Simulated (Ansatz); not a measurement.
Reaction (ligand exchange at a Y–O bond): `C[O][Y]([NH2])[Cl]` + H–F → `[NH2][Y]([F])[Cl]` + CH₃OH

Calculated with Ansatz (gas phase, PBE0-D4/def2-TZVP geometries, no zero-point term in ΔE). CCSD(T)/CBS adds triple-zeta CCSD(T) − MP2 to the extrapolated MP2 energy (def2 sets, frozen cores). This one scheme is used for every species. Functionals use def2-TZVPP. B3LYP here is the variant with VWN-RPA as its local correlation; programs differ in this. def2 core potentials past Kr. For Y outer-core shells are correlated without core-valence functions, which leaves a few kJ/mol of doubt a bond. One conformer a species, not always the lowest.

`C[O][Y]([NH2])[Cl]`:

```xyz
10

C    -0.175    2.227   -0.185
O    -0.268    0.860    0.041
Y    -0.550   -1.083    0.433
N     1.020   -2.347   -0.252
Cl   -2.519   -2.080    1.603
H     0.051    2.437   -1.237
H     0.623    2.672    0.422
H    -1.112    2.739    0.066
H     1.865   -2.069   -0.736
H     1.064   -3.355   -0.154
```

H–F:

Z-matrix (Å, degrees):
```
F
H 1 0.920
```

`[NH2][Y]([F])[Cl]`:

Z-matrix (Å, degrees):
```
Y
F 1 1.991
Cl 1 2.482 2 125.6
N 1 2.117 2 115.5 3 179.9
H 1 2.845 2 99.0 3 179.9
H 1 2.839 2 132.2 3 179.8
```

CH₃OH:

Cartesian coordinates in Å:
```
C 0.240 -0.244 0.098
O -0.703 0.790 0.267
H 0.611 -0.503 1.091
H 1.096 0.066 -0.514
H -0.202 -1.145 -0.346
H -1.042 1.036 -0.596
```

```json
{"level": "PBE-D4", "ΔE (kJ/mol)": "-52.9", "difference from CCSD(T)/CBS": "-8.0"}
{"level": "r2SCAN-D4", "ΔE (kJ/mol)": "-53.9", "difference from CCSD(T)/CBS": "-9.0"}
{"level": "B3LYP-D4", "ΔE (kJ/mol)": "-51.7", "difference from CCSD(T)/CBS": "-6.8"}
{"level": "r2SCAN0-D4", "ΔE (kJ/mol)": "-51.4", "difference from CCSD(T)/CBS": "-6.5"}
{"level": "ωB97X-V", "ΔE (kJ/mol)": "-55.0", "difference from CCSD(T)/CBS": "-10.1"}
{"level": "revPBE", "ΔE (kJ/mol)": "-58.5", "difference from CCSD(T)/CBS": "-13.6"}
{"level": "BLYP", "ΔE (kJ/mol)": "-58.3", "difference from CCSD(T)/CBS": "-13.4"}
{"level": "B3LYP", "ΔE (kJ/mol)": "-55.9", "difference from CCSD(T)/CBS": "-11.0"}
{"level": "CAM-B3LYP", "ΔE (kJ/mol)": "-56.1", "difference from CCSD(T)/CBS": "-11.2"}
{"level": "LC-ωPBE", "ΔE (kJ/mol)": "-58.6", "difference from CCSD(T)/CBS": "-13.7"}
{"level": "HF/def2-SVP", "ΔE (kJ/mol)": "-59.6", "difference from CCSD(T)/CBS": "-14.7"}
{"level": "CCSD/def2-SVP", "ΔE (kJ/mol)": "-49.2", "difference from CCSD(T)/CBS": "-4.3"}
{"level": "CCSD(T)/def2-SVP", "ΔE (kJ/mol)": "-47.6", "difference from CCSD(T)/CBS": "-2.7"}
{"level": "CCSD/def2-TZVPP", "ΔE (kJ/mol)": "-42.5", "difference from CCSD(T)/CBS": "2.4"}
{"level": "CCSD(T)/def2-TZVPP", "ΔE (kJ/mol)": "-40.4", "difference from CCSD(T)/CBS": "4.5"}
{"level": "CCSD/CBS(def2)", "ΔE (kJ/mol)": "-47.0", "difference from CCSD(T)/CBS": "-2.1"}
{"level": "CCSD(T)/CBS", "ΔE (kJ/mol)": "-44.9", "difference from CCSD(T)/CBS": "0"}
```

Largest T1 diagnostic among the species: 0.013.

The D4 term adds +4.2 kJ/mol with B3LYP and +2.6 kJ/mol with PBE0; it sums over pairs of atoms, weighted by their polarisabilities, and B3LYP, whose exchange is more repulsive, gets the larger term. In def2-TZVPP, CCSD(T) changes the Hartree–Fock value by +15.9 kJ/mol (the triples alone add +2.1 kJ/mol) and MP2 by +19.7 kJ/mol.
